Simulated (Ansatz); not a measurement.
A nudged elastic band was laid between two geometries of C$_{2}$H$_{6}$AlFO (11 atoms, charge 0, multiplicity 1).

Level of theory: RKS PBE-D4/def2-SVP in Ansatz.

```yaml
movable_images: 7
climbing_image: yes
spring: 5.0 eV/Å²
optimiser: quadratic models (default)
start_path: through a guess of the saddle point
force_threshold: 0.05 eV/Å
iteration_limit: 60
end_points: relaxed
```

First end point:

```xyz
11
Properties=species:S:1:pos:R:3
C -0.407 -0.292 1.459
C 0.684 0.081 0.504
F 0.922 -1.166 -0.459
Al 0.492 0.512 -1.413
O -1.045 0.479 -2.187
H -0.166 -1.188 2.071
H -1.385 -0.450 0.961
H -0.531 0.563 2.160
H 1.669 0.181 1.001
H 1.711 1.011 -2.296
H -1.881 0.212 -1.778
```

Last end point:

```xyz
11
Properties=species:S:1:pos:R:3
C -0.186 -0.084 1.585
C 0.462 -0.486 0.266
F -0.107 -1.713 -0.176
Al 0.228 0.811 -1.245
O -0.612 0.309 -2.661
H -0.070 -0.882 2.349
H -1.273 0.114 1.473
H 0.287 0.838 1.982
H 1.546 -0.687 0.453
H 0.743 2.319 -1.262
H -0.954 -0.597 -2.743
```

Task: Which bonds break or form, and what moves?

Result: Bonds broken: F3–Al4. The dihedral C1–C2–Al4–O5 goes from -1 to -118°.

Task: What energy profile does the band end with?

Result: The forces met the threshold. The highest image is number 3 of 0 to 8, 0.106 eV above the first end and 0.026 eV above the last; the last end lies 0.080 eV above the first. A vibrational analysis at the climbing image gives one clearly imaginary mode, 62i cm⁻¹: a first-order saddle point. The orbitals stay closed-shell, which can raise the energy where a bond breaks towards radicals; this wasn't checked here.

| image | path coordinate (Å) | energy (eV) | F3–Al4 (Å) | dihedral C1–C2–Al4–O5 (°) |
| --- | --- | --- | --- | --- |
| 0 | 0.00 | 0.000 | 1.98 | -1 |
| 1 | 0.42 | 0.029 | 2.06 | -14 |
| 2 | 0.84 | 0.096 | 2.37 | -35 |
| 3 | 1.26 | 0.106 | 2.62 | -50 |
| 4 | 1.77 | 0.104 | 2.69 | -63 |
| 5 | 2.27 | 0.097 | 2.73 | -78 |
| 6 | 2.77 | 0.089 | 2.75 | -91 |
| 7 | 3.28 | 0.082 | 2.76 | -104 |
| 8 | 3.78 | 0.080 | 2.76 | -118 |

Task: What is the geometry of the highest image?

Result: 
```xyz
11
Properties=species:S:1:pos:R:3
C -0.368 -0.260 1.423
C 0.716 -0.283 0.363
F 0.769 -1.602 -0.222
Al 0.445 0.745 -1.329
O -1.025 0.552 -2.202
H -0.204 -1.053 2.185
H -1.380 -0.409 0.993
H -0.367 0.719 1.947
H 1.710 -0.115 0.838
H 1.507 1.705 -2.027
H -1.737 -0.055 -1.949
```

Run time: 3.2 min on 2 threads of Arm Neoverse V1, with other jobs on the host, peak memory 0.14 GiB.
